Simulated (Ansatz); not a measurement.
Reactions of C$_{2}$H$_{6}$O$_{2}$Si, SMILES `O=CC(O)[SiH3]`.

Program: Ansatz. Geometries: PBE0-D4/def2-TZVP. ΔE: electronic, gas phase. CCSD(T)/CBS adds triple-zeta CCSD(T) − MP2 to the extrapolated MP2 energy (def2 sets, frozen cores). This one scheme is used for every species. DFT in def2-TZVPP. For Se outer-core shells are correlated without core-valence functions, which leaves a few kJ/mol of doubt a bond. Scalar relativity is left out up to krypton. One conformer a species, not always the lowest.

```tsv
reaction	HF/CBS(def2) (kJ/mol)	B2PLYP (kJ/mol)	PBE0-D4 (kJ/mol)	r2SCAN-D4 (kJ/mol)	CCSD(T)/CBS(def2) (kJ/mol)
`O=CC(O)[SiH3]` + `O=C[SiH2][SiH3]` → `O=C[SiH]([SiH3])[SiH3]` + `O=CCO`	-19	-19	-30	-23	-22
`O=CC(O)[SiH3]` + H₂Se → `O=CC([SiH3])[SeH]` + H₂O	-22	-39	-41	-37	-52
`O=CC(O)[SiH3]` + `CN([SiH2]O)[SiH2]F` → `O=CC(O)[SiH2]O` + `CN([SiH3])[SiH2]F`	11	12	13	12	13
`O=CC(O)[SiH3]` → `O=C(O)C[SiH3]`	-128	-118	-119	-120	-116
`O=CC(O)[SiH3]` + `[CH3][AlH][SiH3]` → `[CH3][Al]([SiH3])[SiH3]` + `O=CCO`	-20	-17	-28	-20	-19
`O=CC(O)[SiH3]` + `N=C1OB1F` → `N=C1OB1[SiH3]` + `O=CC(O)F`	168	178	172	179	176
`O=CC(O)[SiH3]` + `OBS` → `[SiH3]OBS` + `O=CCO`	-122	-96	-83	-86	-94
`O=CC(O)[SiH3]` → `[SiH3]OC1CO1`	-28	-17	-19	-20	-21
`O=CC(O)[SiH3]` + `N[SiH3]` → `OC([SiH3])N[SiH3]` + `C=O`	59	65	68	74	62
`O=CC(O)[SiH3]` → `CO[Si]OC`	-170	-167	-151	-147	-165
```

Largest T1 diagnostic: 0.017, for `N=C1OB1[SiH3]`.
